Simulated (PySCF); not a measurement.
Gas-phase reaction: SnF₃ + 2 H = SnH₂ + 3 F, at 1800 K and a standard pressure of 1 bar. Level: PBE/def2-TZVP†.

Computed with PySCF and rigid-rotor harmonic-oscillator thermochemistry at 1 bar. † marks an energy on the PBE0/def2-TZVP geometry and frequencies. Open shells (unrestricted): SnF₃ (multiplicity 2), H (multiplicity 2), F (multiplicity 2, electronic degeneracy 6); the rest are closed-shell singlets. Spin-orbit splitting is ignored; it lowers the true energy and changes the entropy of F. Sn: scalar-relativistic def2 core potential, no spin-orbit coupling. SnF₃, SnH₂: computed as isolated molecules; such fragments, hydroxides, amides, oligomers or adducts are transient or little studied in the gas. The harmonic model lacks anharmonicity and excited electronic states, which grow with temperature; levels with a mode under 35 cm⁻¹ are left out.

```tsv
species	E (Ha)	H(1800 K) − E (kJ/mol)	S°(1800 K) (J/mol/K)
SnF₃	-513.76191	150.6	457.4
H	-0.49962	37.4	152.1
SnH₂	-215.44887	109.9	313.1
F	-99.66914	37.4	197.8
```
E: electronic energy; H − E holds the zero-point and thermal terms. 1 Ha = 2625.5 kJ/mol.

Task: Work out ΔH°, ΔS°, ΔG° and log10 K from these numbers.

Result: 1. ΔE = 1×(-215.44887) + 3×(-99.66914) − 1×(-513.76191) − 2×(-0.49962) = 0.30486 Ha = 800.4 kJ.
2. Δ(H − E) = 1×(109.9) + 3×(37.4) − 1×(150.6) − 2×(37.4) = -3.3 kJ, so ΔH° = 797.1 kJ.
3. ΔS° = 1×(313.1) + 3×(197.8) − 1×(457.4) − 2×(152.1) = 144.9 J/K; the number of gas molecules changes by +1.
4. ΔG° = ΔH° − TΔS° = 797.1 − 1800×(144.9)/1000 = 536.3 kJ.
5. log10 K = −ΔG°/(RT ln 10) = -15.56, with RT ln 10 = 34.46 kJ/mol; at standard pressures the reactants are favoured.
6. A shift of 10 kJ in ΔE would move log10 K by 0.29 here.
For scale, ΔH°(298 K) is 812 kJ at this level, 733 kJ at ωB97M-V/def2-TZVP†, and runs from 448 to 956 kJ over the 17 levels computed.
